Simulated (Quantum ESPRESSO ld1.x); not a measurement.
Results of a calculation; reference values are marked as such.
The mean radii <r> (bohr) of the occupied orbitals of an atom or ion are listed with their occupations. Level of theory: Dirac Kohn-Sham, PW86 exchange with PBE correlation, spin-unpolarised, spherical densities, point nucleus (ld1.x of Quantum ESPRESSO 7.5).

| orbital | occ. | <r> |
|---|---|---|
| 1s1/2 | 2 | 0.01658 |
| 2s1/2 | 2 | 0.06922 |
| 2p1/2 | 2 | 0.05692 |
| 2p3/2 | 4 | 0.06560 |
| 3s1/2 | 2 | 0.1800 |
| 3p1/2 | 2 | 0.1704 |
| 3p3/2 | 4 | 0.1863 |
| 3d3/2 | 4 | 0.1621 |
| 3d5/2 | 6 | 0.1670 |
| 4s1/2 | 2 | 0.3989 |
| 4p1/2 | 2 | 0.4011 |
| 4p3/2 | 4 | 0.4351 |
| 4d3/2 | 4 | 0.4424 |
| 4d5/2 | 6 | 0.4534 |
| 5s1/2 | 2 | 0.9035 |
| 4f5/2 | 6 | 0.4793 |
| 4f7/2 | 8 | 0.4860 |
| 5p1/2 | 2 | 0.9736 |
| 5p3/2 | 4 | 1.069 |
| 5d3/2 | 4 | 1.415 |
| 5d5/2 | 6 | 1.469 |

Name the element and its charge. Open shells, if any, fill j = l - 1/2 first.

Answer. Z = 80, mercury, charge +2: Hg2+ in [Xe] 4f14 5d10. The 1s radius gives Z: for a bare nucleus <r> = (2 gamma + 1)/(2Z) with gamma = sqrt(1 - (Z/c)^2), 0.0164 bohr for Z = 80, and screening makes it slightly larger (0.01658 here). The occupations add up to 78, and the charge is Z minus that.
